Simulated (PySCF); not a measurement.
# Optical rotation: SMILES C#C[C@H]1N[C@@H]1CCC, C₇H₁₁N

Geometry:
```tsv
atom	x (Å)	y (Å)	z (Å)
C1	3.873	0.557	0.494
C2	2.762	0.759	0.093
C3	1.456	0.947	-0.459
N4	1.185	0.586	-1.843
C5	0.622	-0.240	-0.803
C6	-0.876	-0.193	-0.623
C7	-1.280	-0.504	0.817
C8	-2.791	-0.440	1.003
H9	4.837	0.404	0.878
H10	0.951	1.852	-0.137
H11	1.980	0.176	-2.323
H12	1.066	-1.218	-0.619
H13	-1.339	-0.917	-1.298
H14	-1.229	0.800	-0.906
H15	-0.921	-1.501	1.084
H16	-0.798	0.209	1.490
H17	-3.061	-0.675	2.029
H18	-3.160	0.557	0.769
H19	-3.285	-1.151	0.345
```

The calculation used TDDFT B3LYP/def2-SVPD circular dichroism and optical rotation, one conformer, gas phase (PySCF). Geometry: GFN2-xTB.

The molecule is flexible and this is one conformer; a measurement averages over conformers. States above about 6.7 eV (minus the energy of the highest occupied orbital) lie near or above the ionisation threshold and depend on the basis.

Stereocentres: C3 R, C5 R.

Q: What is the specific rotation at 633, 589.3, 546, 436, 405, 365, 355 nm?

A: [α] in deg dm⁻¹ (g/mL)⁻¹:
| λ (nm) | origin-invariant length gauge | modified velocity gauge | length gauge (centre of mass) | isotropic polarisability (au) |
| --- | --- | --- | --- | --- |
| 633 | +172.8 | +161.3 | +173.5 | 92.8 |
| 589.3 | +201.7 | +188.2 | +202.6 | 93.2 |
| 546 | +238.3 | +222.4 | +239.4 | 93.6 |
| 436 | +395.1 | +368.9 | +397.0 | 95.6 |
| 405 | +468.8 | +437.7 | +471.1 | 96.5 |
| 365 | +599.0 | +559.1 | +602.2 | 98.1 |
| 355 | +639.9 | +597.2 | +643.4 | 98.7 |

Q: And for the mirror image at 589.3 nm?

A: -201.7 deg dm⁻¹ (g/mL)⁻¹ (origin-invariant length gauge): the same size and the opposite sign.

Q: What is the molar rotation [Φ] = [α]·M/100 of the geometry above at 589.3 nm?

A: With M = 109.17 g/mol, +220.1 deg cm² dmol⁻¹ (origin-invariant length gauge).

The first excitation lies at 5.94 eV (209 nm) with R = -27.8 × 10⁻⁴⁰ esu² cm² (velocity form).
